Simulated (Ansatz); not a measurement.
Geometry optimisation, Ansatz 0.2.0, RKS PBE/def2-SVP.

The input (input.yaml):

```yaml
crystal:
  periodic: [false, false, false]
  atoms:
    - { symbol: In, position_ang: [0.0, 0.0, 0.0] }
    - { symbol: Cl, position_ang: [0.0, 0.0, 2.79] }
    - { symbol: Cl, position_ang: [2.113, 0.0, -1.22] }
    - { symbol: C, position_ang: [-1.8879, 0.0, -1.09] }
    - { symbol: H, position_ang: [-2.448, -0.9305, -0.8608] }
    - { symbol: H, position_ang: [-2.492, 0.8797, -0.7846] }
    - { symbol: H, position_ang: [-1.6862, 0.0508, -2.1803] }
    - { symbol: F, position_ang: [0.4627, -2.0358, 0.6937] }
    - { symbol: H, position_ang: [0.3397, -1.4948, 1.885] }
basis:
  gaussian: { orbitals: def2-SVP }
hamiltonian:
  xc: pbe
relax:
  f_tol: 0.15
  max_steps: 25
  restrain:
    - { distance: [0, 7], at: 1.9, k: 30.0 }
    - { distance: [8, 1], at: 1.37, k: 30.0 }
    - { distance: [0, 1], at: 3.64, k: 30.0 }
    - { distance: [8, 7], at: 2.12, k: 30.0 }
```

Run as:

```bash
$ ansatz run input.yaml --threads 4 --pin off --max-ram 5120MiB --backend cpu --events-out ev --progress --plain --runs-dir out
```

Problem. Where does it end, and by what steps?

Solution. The forces met the threshold. The restraints hold the end off the free minimum. After 6 steps the energy has fallen by 0.150 eV (the restraints' own energy left out); In1 moved furthest, 0.89 Å. Parted: In1–Cl2 (2.79 → 3.63 Å). Joined: Cl2–H9 (1.78 → 1.34 Å).

```json
{"step": "0", "energy less start (eV)": "0.0000", "largest force component (eV/Å)": "2.518", "accepted": "yes"}
{"step": "1", "energy less start (eV)": "0.2553", "largest force component (eV/Å)": "2.029", "accepted": "yes"}
{"step": "2", "energy less start (eV)": "0.1802", "largest force component (eV/Å)": "1.603", "accepted": "yes"}
{"step": "3", "energy less start (eV)": "0.0492", "largest force component (eV/Å)": "1.212", "accepted": "yes"}
{"step": "4", "energy less start (eV)": "-0.0769", "largest force component (eV/Å)": "1.093", "accepted": "yes"}
{"step": "5", "energy less start (eV)": "-0.0980", "largest force component (eV/Å)": "1.411", "accepted": "yes"}
{"step": "6", "energy less start (eV)": "-0.1495", "largest force component (eV/Å)": "1.046", "accepted": "yes"}
```

```xyz
9
Properties=species:S:1:pos:R:3
In 0.165 -0.581 -0.650
Cl -0.209 -0.005 2.919
Cl 2.233 0.293 -1.384
C -1.864 -0.053 -1.098
H -2.495 -0.931 -0.869
H -2.096 0.790 -0.423
H -1.941 0.246 -2.158
F 0.531 -2.090 0.517
H 0.078 -1.200 2.379
```

Run time: 10 s on 4 threads of Arm Neoverse V1 (shared host), peak memory 0.17 GiB.
